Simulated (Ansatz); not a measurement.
All values below come from frozen-core CCSD(T)/cc-pVDZ // PBE-D3(BJ)/def2-SVP (Ansatz, a quantum-chemistry and plane-wave program). The restricted HF reference is unstable towards unrestricted orbitals.

Ansatz 0.2 input:
```yaml
crystal:
  periodic: [false, false, false]
  atoms:
    - { symbol: C, position_ang: [-0.453464, 2.932836, -1.11263] }
    - { symbol: C, position_ang: [-0.291953, 1.79564, -0.681027] }
    - { symbol: C, position_ang: [-0.125515, 0.470276, -0.177461] }
    - { symbol: C, position_ang: [-1.257808, -0.323314, 0.147519] }
    - { symbol: Si, position_ang: [-3.004714, 0.363298, -0.082563] }
    - { symbol: C, position_ang: [-1.062299, -1.636147, 0.646331] }
    - { symbol: C, position_ang: [0.213034, -2.181505, 0.831041] }
    - { symbol: C, position_ang: [1.327661, -1.390341, 0.506828] }
    - { symbol: S, position_ang: [3.015686, -1.835382, 0.645087] }
    - { symbol: C, position_ang: [3.514122, -0.275726, 0.038536] }
    - { symbol: C, position_ang: [2.460221, 0.552983, -0.25842] }
    - { symbol: C, position_ang: [1.187182, -0.063132, 0.001604] }
    - { symbol: H, position_ang: [-0.602404, 3.933771, -1.492454] }
    - { symbol: H, position_ang: [-3.973099, -0.707114, 0.345053] }
    - { symbol: H, position_ang: [-3.270367, 0.716919, -1.520143] }
    - { symbol: H, position_ang: [-3.227794, 1.589323, 0.75963] }
    - { symbol: H, position_ang: [-1.941277, -2.24972, 0.897732] }
    - { symbol: H, position_ang: [0.337038, -3.202736, 1.220007] }
    - { symbol: H, position_ang: [4.585583, -0.062465, -0.064414] }
    - { symbol: H, position_ang: [2.570169, 1.572537, -0.650252] }
basis:
  gaussian: { orbitals: cc-pVDZ }
correlation:
  method: ccsd_t
```

Output:

```
Functional definition: HF
2045 factors; integrals over basis functions are off by at most 1.2e-3 eV
mean field evaluation 1: about -29103.4435 eV, gradient 3.9e1 eV
mean field evaluation 2: about -29103.9907 eV, gradient 3.8e1 eV
mean field evaluation 4: about -29109.3561 eV, gradient 7.1e0 eV
mean field evaluation 8: about -29109.5264 eV, gradient 5.9e-1 eV
mean field evaluation 16: about -29109.5287 eV, gradient 2.2e-6 eV
mean field -29109.52867228 eV, -1069.7554475590 hartree, gradient 2.2e-6 eV, S^2 0.000000; 0 other end points of the search recorded, 0 dependent functions left out; unrestricted orbitals would lower it
20 core orbitals not correlated
reference -29109.52867228 eV, -1069.7554475590 hartree; 29, 29 occupied and 167, 167 virtual orbitals, 2045 factors
second order -41.60571843 eV of doubles, -0.00000000 eV of singles
cycle   1  -41.50240830 eV  change    1.0e-1 eV  update   1.8e-1
cycle   2  -42.88947511 eV  change    -1.4e0 eV  update   6.0e-2
cycle   3  -43.21400190 eV  change   -3.2e-1 eV  update   2.7e-2
cycle   4  -43.21868216 eV  change   -4.7e-3 eV  update   8.5e-3
cycle   5  -43.22411470 eV  change   -5.4e-3 eV  update   4.2e-3
cycle   6  -43.22605297 eV  change   -1.9e-3 eV  update   1.3e-3
cycle   7  -43.22535348 eV  change    7.0e-4 eV  update   6.2e-4
cycle   8  -43.22536454 eV  change   -1.1e-5 eV  update   2.9e-4
cycle   9  -43.22541351 eV  change   -4.9e-5 eV  update   1.4e-4
cycle  10  -43.22532590 eV  change    8.8e-5 eV  update   5.5e-5
cycle  11  -43.22528586 eV  change    4.0e-5 eV  update   2.3e-5
perturbative correction -2.11420724 eV, -0.0776956829 hartree
Total energy: -29154.86816538 eV, -1071.4216431982 hartree
```

Cost: around 14 core-minutes (rough).
